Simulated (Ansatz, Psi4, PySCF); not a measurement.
Cl2Hg, charge -1, doublet, at a GFN2-xTB geometry (such geometries of metal compounds can be far from the true shape) (a state made from the parent by changing its charge; the spin is typed, not shown lowest) (core potentials on Hg). Base run: WB97X/def2-SVP in PySCF.

Input for PySCF:
```python
from pyscf import gto, scf, dft

mol = gto.M(
    atom='''
Hg   -0.286636    0.035043   -0.285882
Cl    2.459347    0.350231   -1.063916
Cl   -1.110471   -0.515140    2.409243
''',
    basis='def2-svp',
    ecp={'Hg': 'def2-svp'},
    charge=-1,
    spin=1,
    verbose=3,
)

mf = dft.UKS(mol)
mf.xc = 'wb97x'
mf.kernel()
```

The same geometry, method and basis name were run in Ansatz (a quantum-chemistry and plane-wave program) and Psi4 and PySCF, at each program's defaults and at the settings that a row names. The base is PySCF at its defaults. Differences at the defaults can come from grids, fitting, cores and function types together. The rows with settings made alike still differ; the cause (another SCF solution, basis table, core potential or functional code) wasn't traced.

| code and settings | ΔE vs base (µEh) | basis functions | E (Eh) | SCF cycles |
|---|---|---|---|---|
| PySCF, defaults (exact integrals, its default grid, spherical functions) | 0.0 | 68 | -1073.71575 | 14 |
| Psi4, defaults (density fitting with its default set, its default grid, spherical functions) | 6478 | 68 | -1073.70928 | 11 |
| Ansatz, defaults (factorised integrals, its default grid, spherical functions) | 374 | 68 | -1073.71538 | - |
| PySCF, density fitting with def2-universal-jkfit | -5.1 | 68 | -1073.71576 | 14 |
| PySCF, fine grid | 700 | 68 | -1073.71505 | 14 |
| Psi4, exact integrals, spherical functions, fine grid | 1158 | 68 | -1073.71460 | 15 |
| Ansatz, high accuracy | 372 | 68 | -1073.71538 | - |

Open shells are given as the SCF converged; they aren't shown to be the lowest states, and a large step between rows can be another state.
